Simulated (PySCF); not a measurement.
H$_{5}$BOSi, singlet, at a GFN2-xTB geometry, with bond 8-5 at 1.8 times its length; SA2-CASSCF(6,6)/6-31G* in PySCF.

The PySCF input:
```python
from pyscf import gto, scf, mcscf
import numpy

mol = gto.Mole()
mol.atom = '''
    B    -0.05400425   -0.85309957    0.39019816
    H    -0.80315739   -1.74060327    0.59926730
    O     1.17148059   -1.10028886    0.85138904
    H     1.85295806   -0.43587489    0.72875629
    Si   -0.57353052    0.80820770   -0.54458454
    H    -1.66604559    1.55019269    0.09849978
    H    -0.99978568    0.60664831   -1.93623599
    H     1.43736646    2.54400222   -0.69510473
'''
mol.basis = '6-31g*'
mol.verbose = 4
mol.build()

mf = scf.RHF(mol)
mf.kernel()
mc = mcscf.CASSCF(mf, 6, 6)
mc.fix_spin_(ss=0.0)
mc = mc.state_average_([0.5, 0.5])
mc.kernel()
```

What the program printed (banner, timings and long lists left out):

```
PySCF version 2.14.0

[INPUT] verbose = 4
[INPUT] num. atoms = 8
[INPUT] num. electrons = 32
[INPUT] charge = 0
[INPUT] spin (= nelec alpha-beta = 2S) = 0
[INPUT] symmetry False subgroup None
[INPUT] Mole.unit = angstrom
[INPUT] Symbol           X                Y                Z      unit          X                Y                Z       unit  Magmom
[...]
nuclear repulsion = 90.0627802585836
number of shells = 30
number of NR pGTOs = 125
number of NR cGTOs = 56
basis = 6-31g*
ecp = {}

******** <class 'pyscf.scf.hf.RHF'> ********
method = RHF
initial guess = minao
damping factor = 0
level_shift factor = 0
DIIS = <class 'pyscf.scf.diis.CDIIS'>
diis_start_cycle = 1
diis_space = 8
diis_damp = 0
SCF conv_tol = 1e-09
SCF conv_tol_grad = None
SCF max_cycles = 50
direct_scf = True
direct_scf_tol = 1e-13
Set gradient conv threshold to 3.16228e-05
Initial guess from minao.
init E= -391.197105574616
[...]
cycle= 1 E= -391.177157591512  delta_E= 0.0199  |g|= 0.505  |ddm|=  2.2
[...]
cycle= 2 E= -391.237929557871  delta_E= -0.0608  |g|= 0.282  |ddm|= 0.651
[...]
cycle= 3 E= -391.25512145236  delta_E= -0.0172  |g|= 0.0548  |ddm|= 0.229
[...]
cycle= 4 E= -391.256388746015  delta_E= -0.00127  |g|= 0.0105  |ddm|= 0.103
[...]
cycle= 5 E= -391.256454320595  delta_E= -6.56e-05  |g|= 0.00221  |ddm|= 0.0279
[...]
cycle= 6 E= -391.256458934613  delta_E= -4.61e-06  |g|= 0.000658  |ddm|= 0.00671
[...]
cycle= 7 E= -391.256459409728  delta_E= -4.75e-07  |g|= 0.000174  |ddm|= 0.00218
[...]
cycle= 8 E= -391.256459445668  delta_E= -3.59e-08  |g|= 4.12e-05  |ddm|= 0.000557
[...]
cycle= 9 E= -391.256459447625  delta_E= -1.96e-09  |g|= 1.06e-05  |ddm|= 0.000143
[...]
cycle= 10 E= -391.256459447746  delta_E= -1.21e-10  |g|= 2.59e-06  |ddm|= 3.89e-05
[...]
Extra cycle  E= -391.256459447753  delta_E= -6.2e-12  |g|= 1.17e-06  |ddm|= 6.07e-06
converged SCF energy = -391.256459447753

******** <class 'pyscf.mcscf.addons.StateAverageCASSCF'> ********
CAS (3e+3e, 6o), ncore = 13, nvir = 37
max_cycle_macro = 50
max_cycle_micro = 4
conv_tol = 1e-07
conv_tol_grad = None
orbital rotation max_stepsize = 0.02
orbital rotation threshold for CI restart = 0.01
augmented hessian ah_max_cycle = 30
augmented hessian ah_conv_tol = 1e-12
augmented hessian ah_linear dependence = 1e-14
augmented hessian ah_level shift = 1e-08
augmented hessian ah_start_tol = 2.5
augmented hessian ah_start_cycle = 3
augmented hessian ah_grad_trust_region = 3
kf_trust_region = 3
kf_interval = 4
ci_response_space = 4
[...]
CASCI E = -391.188191570430  S^2 = 0.0000000
[...]
               |grad[o]|=0.00202  |ddm|=0.00418  |maxRot[o]|=0.0699
macro iter  40 (  7 JK    2 micro), CASSCF E = -391.224299670560  dE = -7.24252008e-05  S^2 = 0.0000000
               |grad[o]|=0.000916  |ddm|=0.00458  |maxRot[o]|=0.0699
macro iter  41 (  7 JK    2 micro), CASSCF E = -391.224363780541  dE = -6.41099814e-05  S^2 = 0.0000000
               |grad[o]|=0.000701  |ddm|=0.00603  |maxRot[o]|=0.0699
macro iter  42 (  6 JK    2 micro), CASSCF E = -391.224403562040  dE = -3.97814994e-05  S^2 = 0.0000000
               |grad[o]|=0.000826  |ddm|=0.00501  |maxRot[o]|=0.0499
macro iter  43 ( 15 JK    4 micro), CASSCF E = -391.224344497262  dE =  5.90647784e-05  S^2 = 0.0000000
               |grad[o]|=0.000843  |ddm|=0.00479  |maxRot[o]|=0.0772
macro iter  44 ( 21 JK    4 micro), CASSCF E = -391.224358387800  dE = -1.38905375e-05  S^2 = 0.0000000
               |grad[o]|=0.000734  |ddm|=0.00165  |maxRot[o]|=0.0251
macro iter  45 (  7 JK    2 micro), CASSCF E = -391.224392271865  dE = -3.38840651e-05  S^2 = 0.0000000
               |grad[o]|=0.000495  |ddm|=0.00254  |maxRot[o]|=0.0383
macro iter  46 (  6 JK    2 micro), CASSCF E = -391.224416458395  dE = -2.41865299e-05  S^2 = 0.0000000
               |grad[o]|=0.000446  |ddm|=0.00285  |maxRot[o]|=0.037
macro iter  47 ( 15 JK    4 micro), CASSCF E = -391.224359253349  dE =  5.72050461e-05  S^2 = 0.0000000
               |grad[o]|=0.000562  |ddm|=0.00464  |maxRot[o]|=0.0702
macro iter  48 ( 21 JK    4 micro), CASSCF E = -391.224370858619  dE = -1.16052709e-05  S^2 = 0.0000000
               |grad[o]|=0.000777  |ddm|=0.00123  |maxRot[o]|=0.0205
macro iter  49 (  7 JK    2 micro), CASSCF E = -391.224399729648  dE = -2.88710290e-05  S^2 = 0.0000000
               |grad[o]|=0.000479  |ddm|=0.00196  |maxRot[o]|=0.0355
macro iter  50 (  6 JK    2 micro), CASSCF E = -391.224422903116  dE = -2.31734673e-05  S^2 = 0.0000000
               |grad[o]|=0.000331  |ddm|=0.00264  |maxRot[o]|=0.0356
1-step CASSCF not converged,  50 macro (923 JK 185 micro) steps
CASSCF canonicalization
Density matrix diagonal elements [1.99349416 1.93192316 1.29828159 0.25550757 0.50270205 0.01809149]
CASSCF energy = -391.224422903116
CASCI E = -391.224422903116  E(CI) = -6.92685370822016  S^2 = 0.0000000
CASCI state-averaged energy = -391.224422903116
CASCI energy for each state
  State 0 weight 0.5  E = -391.313766854752 S^2 = 0.0000000
  State 1 weight 0.5  E = -391.13507895148 S^2 = 0.0000000
```

The run did not converge; its last values are not results.
